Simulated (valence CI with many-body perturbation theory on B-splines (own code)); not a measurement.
Values are calculated unless marked as measured or tabulated.
## From CI to CI+MBPT in Pm³⁷⁺

Method: valence CI with perturbative core correlation (CI+MBPT): six valence electrons over a frozen Dirac-Fock core [Ar], a basis of 7 s, 7 p, 8 d, 6 f, 4 g, 1 h functions for each j, with the one-electron correlation potential Σ1 (screened to all orders), the two-electron term Σ2, the three-electron term Σ3, Breit, model QED; selected single and double excitations, second order for the rest, scaled by the run's own slope (own B-spline code, finite nucleus).

The last digits are not significant, and no measured levels were compared; by estimate large intervals hold to a few tenths of a per cent, small ones and those within an open d or f shell to about a per cent. Core correlation moves these levels by up to 7800 cm⁻¹, and in measured spectra 5 to 20 % of such shifts remained as error; rates that hang on mixing are uncertain with them. Among the levels kept, up to 1000 cm⁻¹ of a level comes from second order outside the variational space, and about a tenth of that is noise between levels of different J, which matters for small intervals. Only levels of the ground parity were solved; by the run's estimate the other parity begins above the list, which can be wrong where configurations are misplaced.

Each rung adds one term. CI alone is the Dirac-Coulomb CI over the frozen core; QED comes last and gives the full result, which names the levels. Energies are above (3d3/2^4 3d5/2^2) J=4 on the same rung, in cm⁻¹.

Levels are named by their leading jj configuration (3d3/2^4 stands for four electrons in 3d with j = 3/2), which in mixed levels can hold well under half, so a name can repeat and another be missing. Letters in brackets count levels of one name in rising energy.

```tsv
Level	CI alone	Σ1	Σ2	Σ3	Breit	QED	Full
(3d3/2^4 3d5/2^2) J=2	46278	+36	-3162	-1155	+3024	-2	45018
(3d3/2^4 3d5/2^2) J=0	129220	+338	-3054	-136	+4072	+137	130578
(3d3/2^3 3d5/2^3) J=3 [a]	171572	+1208	+2606	+1263	-3840	+617	173426
(3d3/2^3 3d5/2^3) J=4 [a]	197166	+1080	+2692	+375	-4555	+534	197291
(3d3/2^3 3d5/2^3) J=1 [a]	199197	+1240	+1413	+541	-1548	+622	201466
(3d3/2^3 3d5/2^3) J=5	249228	+1176	+2691	-238	-8969	+569	244456
(3d3/2^3 3d5/2^3) J=6	252083	+1190	+4783	-1426	-12363	+576	244842
(3d3/2^3 3d5/2^3) J=2 [a]	286041	+1230	-1966	-1345	-3595	+581	280945
(3d3/2^3 3d5/2^3) J=3 [b]	291777	+1269	-896	+264	-5418	+601	287598
(3d3/2^3 3d5/2^3) J=2 [b]	355063	+1675	-1181	+1159	-4660	+802	352859
(3d3/2^3 3d5/2^3) J=0	366638	+1169	-7859	+1090	-1881	+513	359670
(3d3/2^3 3d5/2^3) J=4 [b]	368025	+1449	-292	-581	-6938	+671	362333
(3d3/2^3 3d5/2^3) J=1 [b]	368886	+1410	-4772	+1738	-1174	+651	366738
(3d3/2^3 3d5/2^3) J=3 [c]	397020	+1318	-4966	+453	-3374	+586	391038
(3d3/2^2 3d5/2^4) J=2 [a]	400637	+2131	+1575	-146	-6545	+1060	398712
(3d3/2^2 3d5/2^4) J=0 [a]	415139	+2282	+1968	+2129	-5496	+1142	417165
(3d3/2^2 3d5/2^4) J=4 [a]	439033	+2370	+4536	-585	-11300	+1172	435225
(3d3/2^2 3d5/2^4) J=5	465481	+2435	+5325	-451	-14973	+1198	459014
(3d3/2^2 3d5/2^4) J=3 [a]	465162	+2307	+603	+996	-8874	+1131	461326
(3d3/2^2 3d5/2^4) J=6	493094	+2444	+7037	-1653	-18664	+1191	483449
(3d3/2^2 3d5/2^4) J=3 [b]	499834	+2492	+1696	+549	-10778	+1213	495007
(3d3/2^2 3d5/2^4) J=1	533014	+2340	-3650	+1081	-7097	+1121	526809
(3d3/2^2 3d5/2^4) J=4 [b]	546258	+2409	-339	+769	-13261	+1150	536987
(3d3/2^2 3d5/2^4) J=2 [b]	549898	+2438	-2651	-1147	-9909	+1166	539795
(3d3/2^2 3d5/2^4) J=2 [c]	613143	+2521	-2339	+32	-7791	+1186	606751
(3d3/2^2 3d5/2^4) J=4 [c]	634773	+2667	-795	+277	-11390	+1264	626795
(3d3/2 3d5/2^5) J=1	649516	+3571	+4539	-1108	-11345	+1775	646948
(3d3/2 3d5/2^5) J=4	744356	+3534	+3431	-1303	-16875	+1716	734859
(3d3/2^2 3d5/2^4) J=2 [d]	762924	+2589	-9453	+2093	-7199	+1167	752121
(3d3/2 3d5/2^5) J=2	777357	+3627	-698	-720	-14024	+1755	767297
(3d3/2 3d5/2^5) J=3	785620	+3691	+912	+189	-14804	+1788	777396
```

The middle columns are the shifts that each term adds.

(1) How does the ionisation energy move along the ladder, and which term matters most?

Answers

(1) CI alone 2637.5, + Σ1 2639.7, + Σ2 2652.1, + Σ3 2652.4, + Breit 2651.5, + QED 2651.6 eV. The largest step is Σ2, 12.4 eV. NIST lists 2652 ± 4 eV (theoretical).
